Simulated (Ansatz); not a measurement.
The In1–Cl2 bond of InCl is stretched (multiplicity 1).


Correlated levels freeze the cores. Filled d and f shells under p-block atoms count as core.

Run with Ansatz (Gaussian basis) for Hartree–Fock, density functionals and correlated methods. Values without a source in brackets are computed. In def2 rows elements past Kr take small-core potentials, without spin–orbit coupling.

Energies above the point at 2.441 Å (the B3LYP-D3(BJ) bond length), FIC-MRCISD+Q on CASSCF(10,8)/def2-SVP (kcal/mol): 9.67 at 2.197 Å; 6.05 at 2.685 Å; 94.47 at 9.764 Å.

Question: Take the last value as the depth D of a Morse curve D(1 − e^(−a(R − R₀)))², fit a and R₀ to the two near points, and test it at 3.295 and 4.272 Å.

Answer: 
With D = 94.5, both near points (counted from the curve's value at 2.441 Å) are met by a = 1.17 Å⁻¹ and R₀ = 2.435 Å, so k = 2Da² = 257 kcal/(mol Å²). The curve then gives 37.9 and 73.6 kcal/mol; the level itself gives 36.3 and 74.1, so Morse is off by 1.6 and -0.5.

Ansatz is a quantum-chemistry and plane-wave program.
